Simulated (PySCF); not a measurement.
# Two-photon absorption: SMILES O=c1cccc([SiH3])cc1, C7H8OSi

Molfile (atoms numbered from 1):
```
C7H8OSi
     RDKit          3D

 17 17  0  0  0  0  0  0  0  0999 V2000
   -3.0841   -1.2790   -0.2411 O   0  0  0  0  0  0  0  0  0  0  0  0
   -2.0181   -0.6998   -0.0873 C   0  0  0  0  0  0  0  0  0  0  0  0
   -2.0162    0.7131    0.3169 C   0  0  0  0  0  0  0  0  0  0  0  0
   -0.9885    1.5654    0.5671 C   0  0  0  0  0  0  0  0  0  0  0  0
    0.4284    1.3536    0.5115 C   0  0  0  0  0  0  0  0  0  0  0  0
    1.1232    0.2217    0.1763 C   0  0  0  0  0  0  0  0  0  0  0  0
    3.0101    0.2846    0.1988 Si  0  0  0  0  0  4  0  0  0  0  0  0
    0.5363   -1.0399   -0.2042 C   0  0  0  0  0  0  0  0  0  0  0  0
   -0.7612   -1.4267   -0.3159 C   0  0  0  0  0  0  0  0  0  0  0  0
   -3.0347    1.0987    0.4258 H   0  0  0  0  0  0  0  0  0  0  0  0
   -1.2800    2.5793    0.8607 H   0  0  0  0  0  0  0  0  0  0  0  0
    1.0205    2.2359    0.7772 H   0  0  0  0  0  0  0  0  0  0  0  0
    3.5444   -0.7519    1.1343 H   0  0  0  0  0  0  0  0  0  0  0  0
    3.4511    1.6410    0.6376 H   0  0  0  0  0  0  0  0  0  0  0  0
    3.5480   -0.0069   -1.1655 H   0  0  0  0  0  0  0  0  0  0  0  0
    1.2600   -1.8287   -0.4445 H   0  0  0  0  0  0  0  0  0  0  0  0
   -0.9531   -2.4588   -0.6263 H   0  0  0  0  0  0  0  0  0  0  0  0
  1  2  2  0
  2  3  1  0
  3  4  2  0
  4  5  1  0
  5  6  2  0
  6  7  1  0
  6  8  1  0
  8  9  2  0
  9  2  1  0
  3 10  1  0
  4 11  1  0
  5 12  1  0
  7 13  1  0
  7 14  1  0
  7 15  1  0
  8 16  1  0
  9 17  1  0
M  END
```

Computed, not measured: TDDFT CAM-B3LYP/aug-cc-pVDZ excited states, vertical, gas phase (PySCF). Geometry: PBE0-D3(BJ)/def2-SVP.

(1) How strongly do the lowest singlets absorb one photon, and two photons of half the energy?

Results:

(1) δ for parallel linear polarisation; σ at the peak of a Lorentzian of half width 0.1 eV, single beam; Ω is circular over linear.
| state | E (eV) | f | photon λ (nm) | δ (au) | σ (GM) | Ω | main |
| --- | --- | --- | --- | --- | --- | --- | --- |
| S1 | 3.89 | 0.089 | 637 | 8.17 | 0.04 | 1.50 | HOMO→LUMO 0.97 |
| S2 | 3.92 | 0.000 | 633 | <0.1 | 0.00 | – | HOMO−1→LUMO+1 0.86, HOMO−1→LUMO 0.09 |
| S3 | 4.11 | 0.000 | 603 | 0.14 | 0.00 | 1.40 | HOMO−1→LUMO 0.89, HOMO−1→LUMO+1 0.09 |
| S4 | 4.71 | 0.139 | 526 | 104 | 0.84 | 0.34 | HOMO→LUMO+1 0.78, HOMO−2→LUMO 0.19 |
| S5 | 5.62 | 0.004 | 441 | 1.68 | 0.02 | 1.50 | HOMO−3→LUMO 0.96 |
| S6 | 5.99 | 0.004 | 414 | 7.66 | 0.10 | 1.49 | HOMO→LUMO+2 0.81, HOMO→LUMO+4 0.09 |

Among these, the strongest one-photon state is S4, the strongest two-photon state S4, with a dipole change of 0.7 D (relaxed, norm of the difference vector).
